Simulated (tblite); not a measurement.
C4H3Cl2FS (charge +1 and doublet state).
Geometry (GFN2-xTB, Å), atoms numbered from 1 in this order:
```xyz
11
C4H3Cl2FS angstrom
F     -0.0687   -0.8172   -1.5124
C     -0.2024   -0.4619   -0.2190
Cl    -0.1435   -1.9855    0.7934
C      1.0032    0.2627    0.2907
C      2.1943    0.2188   -0.2743
S      3.5671    0.1778   -0.9649
C     -1.5297    0.2696   -0.0321
Cl    -1.7557    0.7798    1.6544
H      0.8421    0.7993    1.2221
H     -1.5501    1.1554   -0.6735
H     -2.3511   -0.3960   -0.3103
```

Calculated harmonic vibrations of the isolated species, GFN2-xTB (tblite), most abundant isotopes, no scaling. This tight-binding method is rough: wavenumbers can miss measured ones by several per cent, in bad cases by 10 to 20. One conformer, not necessarily the lowest. Open shells enter through the occupations alone, without spin polarisation, and single modes of such species can be off by tens of per cent.

Harmonic wavenumbers (cm⁻¹): 52.8, 59.5, 89.3, 149.0, 211.7, 245.6, 323.0, 343.6, 358.5, 397.4, 507.2, 600.9, 694.0, 753.6, 795.4, 889.7, 923.7, 1035.0, 1081.6, 1124.9, 1184.2, 1223.2, 1379.1, 1715.4, 2949.7, 2960.4, 2975.0.

A = 1928, B = 640.0, C = 581.7 MHz; mass 171.932 u (most abundant isotopes); point group C1, symmetry number 1; spin multiplicity 2.

Q: What is the zero-point energy?

A: Half the sum of the wavenumbers: 12512 cm⁻¹ = 149.67 kJ/mol.

Q: Entropy at 400 K, 1 bar (ideal gas, RRHO, classical rotation)?

A: Translation 179.16, rotation 131.21, vibration 143.89, spin (R ln 2) 5.76: S = 460.0 J/(mol K).

Q: And Cp and H(400 K) − H(0)?

A: Cp = 158.95 J/(mol K), of which vibrations give 125.69 (their classical limit is 27 R = 224.5); H(400 K) − H(0) = 41.79 kJ/mol without the zero-point energy, 28.49 from vibrations.

Q: How do the functions run with temperature in this model?

A: 
```json
{"T (K)": "50", "S (J/(mol K))": "260.6", "Cp (J/(mol K))": "55.0", "H − H(0) (kJ/mol)": "2.12", "G − H(0) (kJ/mol)": "-10.91", "ln q(vib)": "0.54"}
{"T (K)": "100", "S (J/(mol K))": "305.0", "Cp (J/(mol K))": "75.2", "H − H(0) (kJ/mol)": "5.38", "G − H(0) (kJ/mol)": "-25.12", "ln q(vib)": "1.74"}
{"T (K)": "298.15", "S (J/(mol K))": "416.7", "Cp (J/(mol K))": "136.1", "H − H(0) (kJ/mol)": "26.72", "G − H(0) (kJ/mol)": "-97.51", "ln q(vib)": "6.49"}
{"T (K)": "373.15", "S (J/(mol K))": "449.2", "Cp (J/(mol K))": "153.5", "H − H(0) (kJ/mol)": "37.60", "G − H(0) (kJ/mol)": "-130.00", "ln q(vib)": "8.16"}
{"T (K)": "500", "S (J/(mol K))": "497.4", "Cp (J/(mol K))": "176.1", "H − H(0) (kJ/mol)": "58.59", "G − H(0) (kJ/mol)": "-190.12", "ln q(vib)": "10.82"}
{"T (K)": "750", "S (J/(mol K))": "574.6", "Cp (J/(mol K))": "203.7", "H − H(0) (kJ/mol)": "106.41", "G − H(0) (kJ/mol)": "-324.54", "ln q(vib)": "15.51"}
{"T (K)": "1000", "S (J/(mol K))": "635.6", "Cp (J/(mol K))": "219.6", "H − H(0) (kJ/mol)": "159.48", "G − H(0) (kJ/mol)": "-476.08", "ln q(vib)": "19.57"}
```

q(vib) and H(0) count from the zero-point level.

Q: Blend soft modes into free rotors: weight 1/[1 + (100 cm⁻¹/ν̃)⁴] for the oscillator and the rest for a rotor with moment μB/(μ + B), μ = h/(8π²ν), B = 10⁻⁴⁴ kg m². What vibrational entropy results?

A: 129.95 J/(mol K) in place of 143.89, which changes −T·S at 400 K by +5.57 kJ/mol.

Q: Which modes carry the vibrational entropy at 400 K?

A: 52.8 cm⁻¹: 22.14; 59.5 cm⁻¹: 21.15; 89.3 cm⁻¹: 17.79; 149.0 cm⁻¹: 13.60; 211.7 cm⁻¹: 10.78; 245.6 cm⁻¹: 9.61 J/(mol K); the other 21 give 48.82 together.

Q: What must be added to the electronic energy to get the Gibbs energy at 400 K and 1 bar?

A: ZPE + [H(400 K) − H(0)] − T·S = 149.67 + 41.79 − 184.01 = 7.45 kJ/mol.

Hindered rotation and anharmonicity are outside this model. Other conformers, if any are populated, would add a mixing term that is left out. The structure is chiral; the term R ln 2 for an equal mix with its mirror image is left out.
